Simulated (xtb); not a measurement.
Input for xtb: GFN2-xTB on H4Si2 (SMILES [SiH][SiH3]), a point of a bond scan (R = 2.606 Å).

```
$ xtb mol.xyz --gfn 2 --sp --chrg 0 --uhf 0
6

Si    -0.00338560     1.03723858     0.82594973
H     -0.44386711     1.86151131    -0.37737098
Si     0.02918721    -0.89103927    -0.59790228
H      1.69214951    -0.48768963    -2.56365848
H     -1.32621922    -1.10029411    -1.17841082
H      0.42941234    -2.14745382     0.08430899
```

The head of its log:

```
[...]
           -------------------------------------------------
          |                Calculation Setup                |
           -------------------------------------------------



molecular fragmentation (1/2 indicates fragments):
111211
# atoms in fragment 1/2:     5     1
 fragment masses (1/2) :       59.19        1.01
CMA distance (Bohr)    :   6.032
constraining FC (au)   :  0.0500

           -------------------------------------------------
          |                 G F N 2 - x T B                 |
           -------------------------------------------------

        Reference                      10.1021/acs.jctc.8b01176
      * Hamiltonian:
        H0-scaling (s, p, d)           1.850000    2.230000    2.230000
        zeta-weighting                 0.500000
      * Dispersion:
        s8                             2.700000
        a1                             0.520000
        a2                             5.000000
        s9                             5.000000
      * Repulsion:
        kExp                           1.500000    1.000000
        rExp                           1.000000
      * Coulomb:
        alpha                          2.000000
        third order                    shell-resolved
        anisotropic                    true
        a3                             3.000000
        a5                             4.000000
        cn-shift                       1.200000
        cn-exp                         4.000000
        max-rad                        5.000000


          ...................................................
          :                      SETUP                      :
          :.................................................:
          :  # basis functions                  24          :
          :  # atomic orbitals                  22          :
          :  # shells                           10          :
          :  # electrons                        12          :
          :  max. iterations                   250          :
          :  Hamiltonian                  GFN2-xTB          :
          :  restarted?                      false          :
          :  GBSA solvation                  false          :
          :  PC potential                    false          :
          :  electronic temp.          300.0000000     K    :
          :  accuracy                    1.0000000          :
          :  -> integral cutoff          0.2500000E+02      :
          :  -> integral neglect         0.1000000E-07      :
          :  -> SCF convergence          0.1000000E-05 Eh   :
          :  -> wf. convergence          0.1000000E-03 e    :
          :  Broyden damping             0.4000000          :
          :  net charge                          0          :
          :  unpaired electrons                  0          :
          ...................................................

 iter      E             dE          RMSdq      gap      omega  full diag
   1     -5.2592809 -0.525928E+01  0.149E+01    1.30       0.0  T
   2     -5.3400186 -0.807377E-01  0.901E+00    1.09       1.0  T
```

Q: Predict the final total energy.

A: -5.3349 hartree.
